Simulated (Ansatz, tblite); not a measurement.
Spin states of the cluster Ni2H, each relaxed with r2SCAN-D4/def2-TZVP in Ansatz. Electronic energies in the gas phase.

The xTB rows come from tblite. Correlated methods freeze 10 core orbitals; core or outer-core shells of Ni are correlated, in sets that lack core-valence functions. The structure comes from a short search, and lower isomers may exist.

Doublet geometry (C2v within 0.1 Å):

```xyz
3

Ni    0.503    0.821   -0.630
Ni    0.137   -0.618    0.962
H    -0.640   -0.203   -0.331
```

Quartet geometry (Cs within 0.1 Å):

```xyz
3

Ni   -0.319   -0.338   -0.427
Ni    0.010   -0.317    1.784
H     0.309    0.655   -1.357
```

⟨S²⟩: doublet 1.13 at PBE0-D4/def2-TZVP (pure 0.75), quartet 3.77 at PBE0-D4/def2-TZVP (pure 3.75).

Run but left out: HF/STO-3G, HF/def2-TZVP, HF/def2-TZVPP, r2SCAN-D4/def2-TZVP, PBE0-D4/def2-TZVP, r2SCAN0-D4/def2-TZVP, BHLYP-D4/def2-TZVP, LC-ωPBE/def2-TZVP, MP2/def2-TZVP, MP2/def2-TZVPP, CCSD/def2-TZVPP, CCSD(T)/def2-TZVPP (doublet: ⟨S²⟩ 1.09 to 4.73, where a pure state has 0.75).

Only these spin states were relaxed. Higher spins weren't run and may lie lower. The quartet has other bonds than the doublet, so the gap mixes isomer and spin.

```csv
level,quartet − doublet (kJ/mol),lowest of these
GFN2-xTB,164.4,doublet
BLYP-D4/def2-TZVP,51.3,doublet
RPA@PBE/def2-TZVP,-1.6,tie
```

Task: Estimate the rows for GFN1-xTB, PBE-D4/def2-TZVP, revPBE-D4/def2-TZVP.

Result: 
```
              level  quartet − doublet (kJ/mol)  lowest of these
           GFN1-xTB                        -5.5          quartet
   PBE-D4/def2-TZVP                        63.7          doublet
revPBE-D4/def2-TZVP                        56.1          doublet
```

The xTB methods have no spin-polarisation term.
